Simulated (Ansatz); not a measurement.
Reaction (ligand exchange at the Si–Cl bond): `NB[SiH2]Cl` + H₂Se → `NB[SiH2][SeH]` + HCl

Isolated molecules relaxed with PBE0-D4/def2-TZVP in Ansatz; ΔE leaves out vibrations. CCSD(T)/CBS is the MP2 limit (def2-TZVPP, def2-QZVPP) plus CCSD(T) − MP2 in def2-TZVPP, frozen cores. This one scheme is used for every species. Functionals use def2-TZVPP. For Se outer-core shells are correlated without core-valence functions, which leaves a few kJ/mol of doubt a bond. Scalar relativity is left out up to krypton. Each species was taken in one conformer, which may not be the lowest.

```tsv
level	ΔE (kJ/mol)
PBE-D4	25.7
ωB97M-V	33.8
HF/def2-TZVPP	42.8
MP2/def2-QZVPP	28.7
```

(1) What does CCSD(T)/CBS give? (An estimate is asked.)

Largest T1 diagnostic among the species: 0.012.

## Answers

(1) Computed: +29.0 kJ/mol. The listed levels differ from it by -3.3, 4.8, 13.8, -0.3 kJ/mol.

The D4 term adds −3.7 kJ/mol with B3LYP and −2.1 kJ/mol with PBE0; it sums over pairs of atoms, weighted by their polarisabilities, and B3LYP, whose exchange is more repulsive, gets the larger term. In def2-TZVPP, CCSD(T) changes the Hartree–Fock value by −13.5 kJ/mol (the triples alone add −1.9 kJ/mol) and MP2 by −14.2 kJ/mol.

B3LYP here is the variant with VWN-RPA as its local correlation; programs differ in this.
